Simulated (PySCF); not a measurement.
GaHO, neutral, multiplicity 1.

```xyz
3

Ga     0.0000     0.0000    -0.4290
O      0.0000     0.0000     1.3703
H      0.0000     0.0000     2.3354
```
Charge 0, spin multiplicity 1.

The structure is a stationary point at PBE-D3(BJ)/def2-TZVP. The geometry has at least one imaginary mode, so it is a saddle point at that level.

All values below come from PBE0/pcSseg-2 (PySCF). Non-relativistic, no solvent.

Computed absolute GIAO shielding of each atom: isotropic value and principal components (ppm):
```json
[
 {"atom": "Ga1", "σ(iso)": "2054.8", "σ11": "1761.6", "σ22": "1761.6", "σ33": "2641.3", "span": "879.7"},
 {"atom": "O2", "σ(iso)": "207.8", "σ11": "101.7", "σ22": "101.7", "σ33": "420.1", "span": "318.4"},
 {"atom": "H3", "σ(iso)": "28.8", "σ11": "19.4", "σ22": "19.4", "σ33": "47.6", "span": "28.1"}
]
```
